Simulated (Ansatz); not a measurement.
Geometry optimisation, RKS B3LYP-D4/def2-SVP in Ansatz.

input.yaml

```yaml
crystal:
  periodic: [false, false, false]
  atoms:
    - { symbol: Ge, position_ang: [-0.374446, 0.04051, -0.444511] }
    - { symbol: Ge, position_ang: [-0.319896, -0.044493, 3.165075] }
    - { symbol: H, position_ang: [-0.86651, -0.210126, 4.591937] }
    - { symbol: H, position_ang: [0.653592, -1.191403, 2.836937] }
    - { symbol: H, position_ang: [0.412528, 1.303722, 3.035393] }
    - { symbol: H, position_ang: [0.891331, 0.138857, 0.409635] }
    - { symbol: F, position_ang: [-0.427869, 1.438694, -1.473694] }
    - { symbol: F, position_ang: [-0.185436, -1.313162, -1.514608] }
    - { symbol: H, position_ang: [-1.72272, -0.086816, 0.292832] }
    - { symbol: H, position_ang: [-1.486673, -0.075784, 2.150004] }
basis:
  gaussian: { orbitals: def2-SVP }
hamiltonian:
  xc: b3lyp
  dispersion: d4
relax:
  f_tol: 0.03
  max_steps: 50
```

Run as:

```bash
$ ansatz run input.yaml --threads 4 --pin off --max-ram 5120MiB --backend cpu --events-out ev --progress --plain --runs-dir out
```

Q: Where does it end, and by what steps?

A: It converged. After 5 steps the energy has fallen by 0.175 eV; H9 moved furthest, 0.56 Å.

| step | energy less start (eV) | largest force component (eV/Å) | accepted |
| --- | --- | --- | --- |
| 0 | 0.0000 | 0.491 | yes |
| 1 | -0.1266 | 0.140 | yes |
| 2 | -0.1673 | 0.128 | yes |
| 3 | -0.1732 | 0.139 | yes |
| 4 | -0.1753 | 0.052 | yes |
| 5 | -0.1755 | 0.005 | yes |

```xyz
10
Properties=species:S:1:pos:R:3
Ge -0.425 0.054 -0.731
Ge -0.283 -0.057 3.457
H -0.735 -0.190 4.921
H 0.654 -1.221 3.087
H 0.454 1.279 3.252
H 0.700 0.164 0.302
F -0.333 1.448 -1.761
F -0.068 -1.296 -1.762
H -1.872 -0.086 -0.252
H -1.518 -0.095 2.535
```

Whether the end is a true minimum wasn't checked by a vibrational analysis.

Time of the run: 12 s on 4 threads of Arm Neoverse V2, on a shared host, peak memory 0.34 GiB.
